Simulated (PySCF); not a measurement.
Calculation: PBE-D3(BJ)/def2-TZVP // M06-2X/def2-TZVP run with PySCF. Gas-phase values, no solvent. 

Reference species (SMILES): `B([SiH3])[SiH3]` (neutral, multiplicity 1).

The dipole moment is 0.33 D.

Changed species: `B[SiH3]` (whole molecule; the reference has whole molecule).

Predict the effect on the dipole moment.

the dipole moment falls by 0.05 D, to 0.28 D.
